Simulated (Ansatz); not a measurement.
```yaml
crystal:
  periodic: [false, false, false]
  atoms:
    - {symbol: C, position_ang: [-0.524237, 1.379683, 0.164858]}
    - {symbol: C, position_ang: [-0.747273, -0.071651, 0.288148]}
    - {symbol: Si, position_ang: [0.840863, -0.890396, -0.291289]}
    - {symbol: F, position_ang: [0.730669, -2.490012, -0.205179]}
    - {symbol: H, position_ang: [-0.719389, 1.894742, -0.766386]}
    - {symbol: H, position_ang: [-0.063089, 1.941116, 0.966563]}
    - {symbol: H, position_ang: [-0.941720, -0.381122, 1.319501]}
    - {symbol: H, position_ang: [-1.570213, -0.425538, -0.340173]}
    - {symbol: H, position_ang: [1.106795, -0.535505, -1.706222]}
    - {symbol: H, position_ang: [1.970796, -0.472516, 0.573179]}
basis:
  gaussian: {orbitals: "6-31++G**"}
magnetization: {spin_polarized: true, initial_magnetization: 1}
hamiltonian: {xc: {name: wB97X-V}}
scf: {max_iter: 3}
output: {forces: true}
```

```sh
$ ansatz run in.yaml --threads 4 --pin off --events-out ev --progress --plain --max-ram 10444MiB
```

(1) How does Ansatz answer? (Estimate.)

## Answers

(1) Ansatz gave: The program refused the input.
```
Error: invalid value for `basis.gaussian`: such a run doesn't read scf.max_iter; remove what it names
```
